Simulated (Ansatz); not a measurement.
Geometry optimisation of the cluster HgF₃⁻.

```yaml
crystal:
  periodic: [false, false, false]
  atoms:
    - {symbol: Hg, position_ang: [-0.001630, -0.000850, 0.000070]}
    - {symbol: F, position_ang: [0.767560, -1.601140, 0.255710]}
    - {symbol: F, position_ang: [-1.767590, 0.201720, 0.240990]}
    - {symbol: F, position_ang: [1.001660, 1.400270, -0.496780]}
basis:
  gaussian: {orbitals: def2-TZVPD}
total_charge: -1
hamiltonian: {xc: r2scan, dispersion: d4}
scf: {lower_state_search: "off"}
output: {orbitals: {seedname: orbitals}}
relax: {f_tol: 0.02, max_steps: 100}
```

```sh
$ ansatz run in.yaml --threads 2 --pin off --events-out ev --progress --plain --max-ram 4352MiB
```

It prints (some lines left out):

```
Functional definition: r2SCAN
mean field -12327.89363556 eV, -453.0417349603 hartree, gradient 4.0e-6 eV, S^2 0.000000; 0 other end points of the search recorded, 0 dependent functions left out
relax step   1: F+E_penalty+E_count = -12327.90948159 eV  Δ(F+E_penalty+E_count) = +0.000e0 eV  max|allowed force component| = 1.011e1 eV/Å  Δτ_max = 0.0000 Å  (15 SCF iters, accepted)
mean field -12331.18887313 eV, -453.1628327076 hartree, gradient 8.9e-7 eV, S^2 0.000000; 0 other end points of the search recorded, 0 dependent functions left out
relax step   2: F+E_penalty+E_count = -12331.20411493 eV  Δ(F+E_penalty+E_count) = -3.295e0 eV  max|allowed force component| = 2.184e0 eV/Å  Δτ_max = 0.1951 Å  (25 SCF iters, accepted)
mean field -12331.51512061 eV, -453.1748220813 hartree, gradient 2.5e-6 eV, S^2 0.000000; 0 other end points of the search recorded, 0 dependent functions left out
relax step   3: F+E_penalty+E_count = -12331.53006005 eV  Δ(F+E_penalty+E_count) = -3.259e-1 eV  max|allowed force component| = 5.188e-1 eV/Å  Δτ_max = 0.0830 Å  (19 SCF iters, accepted)
mean field -12331.54210748 eV, -453.1758138303 hartree, gradient 2.1e-6 eV, S^2 0.000000; 0 other end points of the search recorded, 0 dependent functions left out
relax step   4: F+E_penalty+E_count = -12331.55690881 eV  Δ(F+E_penalty+E_count) = -2.685e-2 eV  max|allowed force component| = 1.311e-2 eV/Å  Δτ_max = 0.0365 Å  (20 SCF iters, accepted)
Total energy: -12331.55692530 eV, -453.1763583752 hartree
Atom 0 at    -0.003221    -0.001435     0.000882 Å, force     0.002500     0.001925    -0.000913 eV/Å
Atom 1 at     0.902422    -1.880022     0.299897 Å, force    -0.005037     0.012291    -0.002086 eV/Å
Atom 2 at    -2.076395     0.237218     0.282870 Å, force     0.011149    -0.001106    -0.001543 eV/Å
Atom 3 at     1.177194     1.644239    -0.583659 Å, force    -0.008612    -0.013109     0.004542 eV/Å
Dipole moment:    -0.008049    -0.003614     0.002203 e Å
Checks for a lower state left out: stability, starts, cluster_reference, orbital_swaps, neighbouring_geometries, increment
```

It took 12 s on 2 threads of Arm Neoverse V1 on a shared host.

In the def2 sets Hg takes a core potential; there is no spin–orbit coupling. The structure comes from a short search, and lower isomers may exist.
